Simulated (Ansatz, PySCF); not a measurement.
Stepwise substitution at one centre (Ge Cl-H). Gas-phase values, no solvent. Strings in code marks are SMILES.

Quantity: redistribution energy (mixed species minus the weighted end members), in kcal/mol.

Level 1: TPSSh-D3(BJ)/def2-TZVP // CAM-B3LYP-D3(BJ)/def2-TZVP (PySCF)
Level 2: PBE/6-31G* // CAM-B3LYP-D3(BJ)/def2-TZVP (PySCF)
Level 3: HF/6-31G* // CAM-B3LYP-D3(BJ)/def2-TZVP (PySCF)
Level 4: HF/cc-pVTZ // CAM-B3LYP-D3(BJ)/def2-TZVP (Ansatz, a first-principles code)

```
species                                         level 2  level 3  level 4
----------------------------------------------  -------  -------  -------
3 of 4 Cl replaced by H: `[Cl][GeH3]`             -0.11    -2.51    -1.99
1 of 4 Cl replaced by H: `[Cl][GeH]([Cl])[Cl]`    -1.85    -3.19    -2.87
2 of 4 Cl replaced by H: `[Cl][GeH2][Cl]`         -1.39    -3.85    -3.28
```

What does level 1 give for each, and how far do the other levels lie from it on average?


- 3 of 4 Cl replaced by H: `[Cl][GeH3]`: -0.10
- 1 of 4 Cl replaced by H: `[Cl][GeH]([Cl])[Cl]`: -1.50
- 2 of 4 Cl replaced by H: `[Cl][GeH2][Cl]`: -1.10
Mean absolute difference from level 1, which has limits of its own, over these rows (drawn at random from the members that have all these levels): level 2 0.22 kcal/mol, level 3 2.29 kcal/mol, level 4 1.82 kcal/mol.
